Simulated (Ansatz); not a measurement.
Two isomers of C6H16F2N2Sn: A = `CC[N](C)[Sn]([F])([F])[N](C)CC`, B = `CC(C)[NH][Sn]([F])([F])[NH]C(C)C`.

Program: Ansatz. Geometries: PBE0-D4/def2-TZVP. ΔE: electronic, gas phase. CCSD(T)/CBS is the MP2 limit (def2-TZVPP, def2-QZVPP) plus CCSD(T) − MP2 in def2-TZVPP, frozen cores. Functionals use def2-TZVPP. B3LYP here is the variant with VWN-RPA as its local correlation; programs differ in this. Elements past krypton have def2 core potentials. For Sn outer-core shells are correlated without core-valence functions, which leaves a few kJ/mol of doubt a bond. One conformer a species, not always the lowest.

Task: Which is lower in electronic energy at CCSD(T)/CBS, and by how much? (Estimate.)

Result: Computed: B, by 80.9 kJ/mol.

Task: Give E(B) − E(A) in kJ/mol with ωB97M-V, PBE-D4, B3LYP, CCSD/def2-TZVPP, CCSD(T)/def2-TZVPP, B2PLYP, BLYP-D4. (Estimate.)

Result: Computed: ωB97M-V -79.8, PBE-D4 -73.6, B3LYP -79.9, CCSD/def2-TZVPP -82.2, CCSD(T)/def2-TZVPP -80.4, B2PLYP -80.8, BLYP-D4 -71.3. None reverses the order clearly.

Largest T1 diagnostic: 0.013.

From PBE to PBE0 (25 % exact exchange), in def2-TZVPP and without D4, E(B) − E(A) moves by −3.6 kJ/mol. At CCSD(T), def2-SVP lies +14.3 kJ/mol from the extrapolated value and def2-TZVPP +0.5 kJ/mol.
